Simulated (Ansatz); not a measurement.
Sn₁₂Cl₁₂O₂₀H₆²⁺ (started as a model of: [(RSn)12O14(OH)6]2+, R = Cl). Charge 2, multiplicity 1. Geometry r2SCAN-D4/def2-SVP; atoms count from 1.

Cartesian coordinates in Å:
```
Sn -3.089 -1.488 0.020
Sn -2.132 0.250 -2.674
Sn -2.884 1.848 0.168
Sn 1.159 0.062 -3.013
Sn -0.095 2.728 1.726
Sn -0.437 -2.837 1.480
Sn -1.160 -0.062 3.013
Sn 0.095 -2.728 -1.726
Sn 0.437 2.837 -1.480
Sn 3.089 1.488 -0.020
Sn 2.132 -0.250 2.674
Sn 2.884 -1.848 -0.168
O -1.897 0.143 -0.582
O -2.030 -1.508 1.845
O -1.444 -2.753 -0.367
O -0.559 -1.145 -2.859
O -0.398 1.452 -2.744
O -1.840 1.578 1.982
O -1.094 2.931 -0.116
O 1.840 -1.578 -1.982
O 2.030 1.508 -1.845
O 0.559 1.145 2.859
O 1.444 2.753 0.367
O 0.398 -1.452 2.744
O 1.094 -2.931 0.116
O 1.897 -0.143 0.582
O -3.445 -1.282 -2.051
O -4.155 0.228 0.634
O -3.251 1.870 -1.912
O 3.445 1.282 2.051
O 4.155 -0.228 -0.634
O 3.251 -1.870 1.912
Cl -4.722 -3.064 0.474
Cl -2.819 0.390 -4.879
Cl -4.314 3.565 0.767
Cl 2.000 0.104 -5.139
Cl -0.141 4.657 2.953
Cl -0.727 -4.846 2.532
Cl -2.000 -0.104 5.139
Cl 0.141 -4.657 -2.953
Cl 0.727 4.846 -2.532
Cl 4.722 3.064 -0.474
Cl 2.819 -0.390 4.879
Cl 4.314 -3.565 -0.767
H -4.085 -1.772 -2.595
H -5.044 0.265 1.027
H -3.824 2.480 -2.407
H 4.085 1.772 2.595
H 5.044 -0.265 -1.026
H 3.823 -2.481 2.407
```

In the def2 sets Sn takes a core potential; there is no spin–orbit coupling. Single mean-field runs in def2-SVP are fitted with def2-universal-jkfit.

Estimate the Mulliken populations of the heavy atoms from the PBE0/def2-SVP orbitals of Ansatz.


| atom | charge (e) |
| --- | --- |
| Sn1 | 1.32 |
| Sn2 | 1.32 |
| Sn3 | 1.32 |
| Sn4 | 1.29 |
| Sn5 | 1.29 |
| Sn6 | 1.29 |
| Sn7 | 1.29 |
| Sn8 | 1.29 |
| Sn9 | 1.29 |
| Sn10 | 1.32 |
| Sn11 | 1.32 |
| Sn12 | 1.32 |
| O13 | -0.79 |
| O14 | -0.74 |
| O15 | -0.74 |
| O16 | -0.74 |
| O17 | -0.74 |
| O18 | -0.74 |
| O19 | -0.74 |
| O20 | -0.74 |
| O21 | -0.74 |
| O22 | -0.74 |
| O23 | -0.74 |
| O24 | -0.74 |
| O25 | -0.74 |
| O26 | -0.79 |
| O27 | -0.53 |
| O28 | -0.53 |
| O29 | -0.53 |
| O30 | -0.53 |
| O31 | -0.53 |
| O32 | -0.53 |
| Cl33 | -0.17 |
| Cl34 | -0.17 |
| Cl35 | -0.17 |
| Cl36 | -0.10 |
| Cl37 | -0.10 |
| Cl38 | -0.10 |
| Cl39 | -0.10 |
| Cl40 | -0.10 |
| Cl41 | -0.10 |
| Cl42 | -0.17 |
| Cl43 | -0.17 |
| Cl44 | -0.17 |
Mulliken values depend strongly on the basis.

And the Mayer bond orders between heavy atoms (over 0.3, the first 40 of 66)?

Sn1–O13 0.53 (2.11 Å); Sn1–O14 0.52 (2.11 Å); Sn1–O15 0.52 (2.11 Å); Sn1–O27 0.53 (2.11 Å); Sn1–O28 0.53 (2.11 Å); Sn1–Cl33 1.14 (2.31 Å); Sn2–O13 0.53 (2.11 Å); Sn2–O16 0.52 (2.11 Å); Sn2–O17 0.52 (2.11 Å); Sn2–O27 0.53 (2.11 Å); Sn2–O29 0.53 (2.11 Å); Sn2–Cl34 1.14 (2.31 Å); Sn3–O13 0.53 (2.11 Å); Sn3–O18 0.52 (2.11 Å); Sn3–O19 0.52 (2.11 Å); Sn3–O28 0.53 (2.11 Å); Sn3–O29 0.53 (2.11 Å); Sn3–Cl35 1.14 (2.31 Å); Sn4–O16 0.58 (2.11 Å); Sn4–O17 0.58 (2.11 Å); Sn4–O20 0.64 (2.05 Å); Sn4–O21 0.64 (2.05 Å); Sn4–Cl36 1.22 (2.29 Å); Sn5–O18 0.58 (2.11 Å); Sn5–O19 0.58 (2.11 Å); Sn5–O22 0.64 (2.05 Å); Sn5–O23 0.64 (2.05 Å); Sn5–Cl37 1.22 (2.29 Å); Sn6–O14 0.58 (2.11 Å); Sn6–O15 0.58 (2.11 Å); Sn6–O24 0.64 (2.05 Å); Sn6–O25 0.64 (2.05 Å); Sn6–Cl38 1.22 (2.29 Å); Sn7–O14 0.64 (2.05 Å); Sn7–O18 0.64 (2.05 Å); Sn7–O22 0.58 (2.11 Å); Sn7–O24 0.58 (2.11 Å); Sn7–Cl39 1.22 (2.29 Å); Sn8–O15 0.64 (2.05 Å); Sn8–O16 0.64 (2.05 Å).
